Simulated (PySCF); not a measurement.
# Two-component Hartree-Fock for Cs⁴²⁺ (caesium, charge +42)

Start: [Ne] 3s2 3p1; 3p1/2 filled at m_j = +1/2. Calculated with PySCF 2.14 in an uncontracted even-tempered set (18 s from 9.4 bohr⁻², ratio 2.4; 14 p from 12 bohr⁻², ratio 2.4; 4 d from 41 bohr⁻², ratio 2.6; 4 f from 62 bohr⁻², ratio 2.6): generalised Hartree-Fock with the X2C-1e Hamiltonian and a Gaussian nucleus; one run each with spin-orbit coupling (SO) switched off, then screened by Boettger's factors.

```csv
spinor shell,electrons,"ε, spin-free (eV)","ε, screened SO (eV)",weight of nominal j (screened SO),"rms radius, screened SO (bohr)"
1s1/2,2,-38877.8,-38871.4,1.000,0.0298
2s1/2,2,-8338.7,-8335.9,1.000,0.119
2p1/2,2,-7757.7,-8013.0,1.000,0.102
2p3/2,4,-7757.7,-7641.1,1.000,0.108
3s1/2,2,-3311.9,-3310.8,1.000,0.286
3p1/2,1,-3153.2,-3216.9,1.000,0.272
```

| quantity | spin-free | screened SO |
| --- | --- | --- |
| E (hartree) | -6156.08739 | -6160.66308 |
| M_J | 1/2 | 1/2 |
| ⟨J²⟩ | 1.093 | 0.751 |
| ⟨L²⟩ | 2.003 | 2.010 |
| ⟨S²⟩ | 0.751 | 0.758 |

Each row is a mean over spinors that exchange with the open shell spreads, by up to 13.689 eV (2p1/2).

Breit and QED terms are absent; they matter most for the inner s and p1/2 levels.

Densities and radii are taken from the X2C orbitals without a picture-change correction, which distorts them close to the nucleus.

Without spin-orbit coupling the j labels of p, d and f shells carry no meaning; the spin-free column gives the mean over the occupied spinors of each nl shell, and its ⟨J²⟩ belongs to a mixture of degenerate components.
